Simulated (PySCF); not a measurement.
A GIAO shielding run with PySCF (density fitting, non-relativistic, gas phase) on `C[C@@H]1CC(=O)O[Si@@H]1S[SiH3]`, C4H10O2SSi2:

```
$ OMP_NUM_THREADS=1 python probes_run.py task.json out

{"job": {"kind": "nmr", "xc": "PBE0", "basis": "pcSseg-1"}, "charge": 0, "multiplicity": 1}
C     -2.044436     1.325212    -0.474289
C     -1.375841     0.013438    -0.869923
C     -1.361993    -1.006773     0.272260
C     -0.118504    -1.865184     0.199831
O      0.038648    -2.914465     0.749052
O      0.858220    -1.304718    -0.532710
Si     0.474512     0.097657    -1.331129
S      1.575477     1.676807    -0.432664
Si     3.095708     0.557058     0.649674
H     -1.484107     1.821226     0.315348
H     -3.059635     1.147667    -0.122684
H     -2.086763     1.997262    -1.327864
H     -1.930296    -0.413870    -1.710832
H     -2.244294    -1.646960     0.293250
H     -1.310271    -0.489462     1.235730
H      0.834701    -0.144349    -2.715745
H      3.905975     1.642228     1.177127
H      2.432497    -0.203338     1.698787
H      3.790599    -0.280185    -0.315311
```

Hardware: 1 thread of an Arm Neoverse N1, shared host. The job also computes population analyses, field gradients, ring-centre shieldings.

Task: How large is the calculation?

Result: 94 electrons, 224 basis functions and 1233 auxiliary functions.

Task: How long does it take, and how much memory does it need?

Result: 110 s of wall time, with 14 SCF cycles and 5 response iterations; peak memory 0.99 GiB. Times on a shared host scatter by some tens of per cent.
